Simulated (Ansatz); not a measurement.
Species: CH9GeN3O, SMILES `C[O][Ge]([NH2])([NH2])[NH2]` (charge 0, multiplicity 1).

Task: Give a relaxed geometry from r2SCAN-D4/def2-SVP in Ansatz (a quantum-chemistry and plane-wave program).

Result: One answer among several that fit: the end point of this relaxation, one of several conformers (outside a Z-matrix the atoms follow the SMILES, hydrogens last).
Bonds (Å): C1–O2 1.408, C1–H7 1.103, C1–H8 1.107, C1–H9 1.109, O2–Ge3 1.786, Ge3–N4 1.825, Ge3–N5 1.820, Ge3–N6 1.827, N4–H10 1.018, N4–H11 1.018, N5–H12 1.018, N5–H13 1.017, N6–H14 1.019, N6–H15 1.019. Bond angles (°): O2–C1–H7 108.6, O2–C1–H8 112.5, O2–C1–H9 112.2, H7–C1–H8 108.3, H7–C1–H9 107.6, H8–C1–H9 107.4, C1–O2–Ge3 119.2, O2–Ge3–N4 117.5, O2–Ge3–N5 100.7, O2–Ge3–N6 106.2, N4–Ge3–N5 111.0, N4–Ge3–N6 103.5, N5–Ge3–N6 118.5, Ge3–N4–H10 115.4, Ge3–N4–H11 114.8, H10–N4–H11 109.0, Ge3–N5–H12 112.6, Ge3–N5–H13 115.0, H12–N5–H13 109.6, Ge3–N6–H14 112.7, Ge3–N6–H15 113.0, H14–N6–H15 107.7.
